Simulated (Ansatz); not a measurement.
Relaxation of BrF₄H₃NTa (10 atoms, charge 0, multiplicity 1), to a largest force component of 0.03 eV/Å in at most 50 steps.

Theory: RHF/def2-SVP in Ansatz.

```xyz
10
Properties=species:S:1:pos:R:3
Ta -0.448 -0.432 0.205
N 2.852 0.022 0.192
H 3.298 0.466 0.977
H 3.352 0.271 -0.644
F -0.004 0.115 1.923
F 0.098 -0.601 -1.561
F -0.817 1.351 -0.173
F -2.175 -1.031 0.281
Br 0.773 -2.695 0.701
H 2.915 -0.996 0.320
```

Task: Where does it end, and by what steps?

Result: It converged. After 8 steps the energy has fallen by 1.186 eV; F7 moved furthest, 0.82 Å. Joined: Ta1–N2 (3.33 → 2.34 Å).

| step | energy less start (eV) | largest force component (eV/Å) | accepted |
| --- | --- | --- | --- |
| 0 | 0.0000 | 1.190 | yes |
| 1 | -0.3268 | 1.038 | yes |
| 2 | -0.6625 | 1.029 | yes |
| 3 | -0.9948 | 0.910 | yes |
| 4 | -1.1181 | 0.839 | yes |
| 5 | -1.1672 | 0.623 | yes |
| 6 | -1.1788 | 0.196 | yes |
| 7 | -1.1855 | 0.046 | yes |
| 8 | -1.1857 | 0.011 | yes |

```xyz
10
Properties=species:S:1:pos:R:3
Ta 0.024 -0.497 0.228
N 2.314 -0.036 0.187
H 2.565 0.561 0.961
H 2.557 0.448 -0.665
F 0.266 -0.042 2.037
F 0.364 -0.821 -1.593
F 0.001 1.341 -0.166
F -1.812 -0.725 0.227
Br 0.676 -2.896 0.762
H 2.888 -0.864 0.243
```

Whether the end is a true minimum wasn't checked by a vibrational analysis.

The run took 28 s on 4 threads of Arm Neoverse V1 (shared host), peak memory 0.47 GiB.
